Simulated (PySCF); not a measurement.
**2,2-dimethylpentane (CCCC(C)(C)C, C₇H₁₆)**

Geometry:
```csv
atom,x (Å),y (Å),z (Å)
C1,2.724,0.049,0.429
C2,1.266,-0.352,0.587
C3,0.339,0.450,-0.319
C4,-1.167,0.133,-0.246
C5,-1.434,-1.323,-0.636
C6,-1.709,0.393,1.162
C7,-1.890,1.051,-1.233
H8,2.875,1.114,0.670
H9,3.071,-0.103,-0.606
H10,3.382,-0.537,1.089
H11,0.965,-0.222,1.640
H12,1.160,-1.429,0.374
H13,0.668,0.317,-1.366
H14,0.475,1.525,-0.100
H15,-2.517,-1.527,-0.662
H16,-1.027,-1.549,-1.634
H17,-0.984,-2.029,0.079
H18,-1.503,1.428,1.481
H19,-2.800,0.244,1.194
H20,-1.263,-0.284,1.906
H21,-1.531,0.890,-2.262
H22,-2.977,0.868,-1.224
H23,-1.726,2.112,-0.983
```

Method: quadratic response CAM-B3LYP/aug-cc-pVDZ first hyperpolarisability, Taylor convention, gas phase in PySCF 2.14.0. Geometry: PBE0-D3(BJ)/def2-SVP.

**Question.** Give the tensor of the static β(0;0,0) in the axes of these coordinates.

**Answer.** In au, Taylor convention; rows are the first index (the induced dipole):
```tsv
	xx	yy	zz	xy	xz	yz
x	+40.9	-3.4	-11.8	+4.8	+2.9	+4.3
y	+4.8	-49.1	+3.7	-3.4	+4.3	-6.4
z	+2.9	-6.4	+46.2	+4.3	-11.8	+3.7
```
Norm of βᵢ = ⅓ Σⱼ (βᵢⱼⱼ + βⱼᵢⱼ + βⱼⱼᵢ): 64.3 au, hyper-Rayleigh value 31.4 au.
